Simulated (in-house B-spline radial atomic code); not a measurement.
Configurations of the aluminium ion Al²⁺, with energies counted from [Ne] 3s1. Method: Dirac-Hartree-Fock, average of configuration, Fermi nucleus of rms radius 3.061 fm. Calculated with a B-spline radial code for spherical atoms. Energies include first-order Breit, QED and recoil terms.

Occupations are held fixed; configurations that lie above the ionisation limit could autoionise.

```
                          configuration  E - E(ref) (eV)  highest orbital  its <r> (bohr)
                          [Ne] (6f7/2)1            24.68            6f7/2           15.99
                          [Ne] (7g9/2)1           25.584            7g9/2           21.17
         [He] 2s2 (2p1/2)1 (2p3/2)4 3s2           73.333            3s1/2           2.066
[He] 2s2 (2p1/2)1 (2p3/2)4 3s1 (5d5/2)1           98.796            5d5/2           10.69
[He] 2s2 (2p1/2)1 (2p3/2)4 3s1 (6p3/2)1             99.7            6p3/2           13.88
```

Task: Order these further configurations by energy, lowest first.
A. [He] 2s2 (2p1/2)1 (2p3/2)4 3s1 (4d5/2)1
B. [Ne] (6g7/2)1
C. [Ne] (5p1/2)1
D. [Ne] (5d3/2)1
E. [He] 2s2 (2p1/2)1 (2p3/2)4 3s1 (5g9/2)1

Result: C (21.796 eV), D (23.084 eV), B (24.681 eV), A (95.724 eV), E (99.125 eV).

Task: How far above the reference does [Ne] 4s1 lie?

Result: 15.382 eV; its least bound orbital is 4s1/2 with <r> = 4.856 bohr.
